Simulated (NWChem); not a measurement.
System: CH₅CdNS; SMILES [S](C)[Cd][NH2]

Output (shortened):

```
             Northwest Computational Chemistry Package (NWChem) 7.3.0
             --------------------------------------------------------

 C1  symmetry detected

                             Geometry "geometry" -> ""
                             -------------------------

 Output coordinates in angstroms (scale by  1.889725989 to convert to a.u.)

  No.       Tag          Charge          X              Y              Z
 ---- ---------------- ---------- -------------- -------------- --------------
    1 Cd                  48.0000    -0.37290914     0.64155863    -0.04076067
    2 N                    7.0000     1.44500095     1.63013006     0.13641121
    3 H                    1.0000     1.57022724     1.90050799     1.11481739
    4 H                    1.0000     1.46512626     2.51174680    -0.37519722
    5 S                   16.0000    -0.49312195    -1.76368150     0.12635161
    6 C                    6.0000     1.29159345    -2.02262398    -0.17766398
    7 H                    1.0000     1.47600494    -2.03597432    -1.25043799
    8 H                    1.0000     1.54019551    -2.99024376     0.24820597
    9 H                    1.0000     1.87346858    -1.23711330     0.30860346

 Effective nuclear repulsion energy (a.u.)     429.6926446474

                                Z-matrix (autoz)
                                --------

 Units are Angstrom for bonds and degrees for angles

[...]

      ----------------------
      Optimization converged
      ----------------------

  Step       Energy      Delta E   Gmax     Grms     Xrms     Xmax
  ---- ---------------- -------- -------- -------- -------- --------
@   15    -661.31554282 -3.2D-07  0.00004  0.00002  0.00026  0.00057
                                     ok       ok       ok       ok

                                Z-matrix (autoz)
                                --------

 Units are Angstrom for bonds and degrees for angles

      Type          Name      I     J     K     L     M      Value     Gradient
      ----------- --------  ----- ----- ----- ----- ----- ---------- ----------
    1 Stretch                  1     2                       2.03023   -0.00004
    2 Stretch                  1     5                       2.35397   -0.00002
    3 Stretch                  2     3                       1.03035    0.00000
    4 Stretch                  2     4                       1.03026    0.00001
    5 Stretch                  5     6                       1.84463   -0.00001
    6 Stretch                  6     7                       1.10686    0.00001
    7 Stretch                  6     8                       1.10760    0.00000
    8 Stretch                  6     9                       1.10690    0.00001
    9 Bend                     1     2     3               111.33750   -0.00004
   10 Bend                     1     2     4               111.79975    0.00000
   11 Bend                     1     5     6               102.57735   -0.00001
   12 Bend                     2     1     5               174.58363    0.00000
   13 Bend                     3     2     4               105.53287   -0.00001
   14 Bend                     5     6     7               112.35251    0.00000
   15 Bend                     5     6     8               106.07265   -0.00001
   16 Bend                     5     6     9               112.34812    0.00000
   17 Bend                     7     6     8               108.15502    0.00001
   18 Bend                     7     6     9               109.52045   -0.00001
   19 Bend                     8     6     9               108.17091    0.00001
   20 Torsion                  1     5     6     7         -62.03391    0.00001
   21 Torsion                  1     5     6     8         179.99133    0.00001
   22 Torsion                  1     5     6     9          61.99971    0.00001
   23 Torsion                  2     1     5     6         -14.11359   -0.00001
   24 Torsion                  3     2     1     5        -107.45122    0.00001
   25 Torsion                  4     2     1     5         134.78137    0.00004

                         Geometry "geometry" -> "geometry"
                         ---------------------------------

 Output coordinates in angstroms (scale by  1.889725989 to convert to a.u.)

[...]
```

Level: PBE-D3(BJ)/def2-SVP with def2 effective core potentials on Cd. No frequency run checked for a minimum. def2 effective core potentials on Cd; no spin-orbit coupling.

Problem. Reconstruct the input file.

Solution. This is not unique; one that fits is the input that was run:
```
start job
memory heap 200 mb stack 900 mb global 1100 mb
geometry units angstroms
  Cd    -0.450496     0.034101     0.458475
  N     -0.810238     2.030431     0.012703
  H     -0.279799     2.607488     0.669745
  H     -1.781721     2.299060     0.165855
  S      1.310150    -1.183494    -0.657386
  C      1.458644     0.004573    -2.039823
  H      0.716506    -0.232801    -2.800030
  H      2.456087    -0.122317    -2.450265
  H      1.329717     1.025085    -1.673770
end
basis spherical
  * library def2-svp
end
ecp
  Cd library def2-ecp
end
dft
  xc xpbe96 cpbe96
  disp vdw 4
  iterations 150
end
driver
  maxiter 120
end
task dft optimize
```
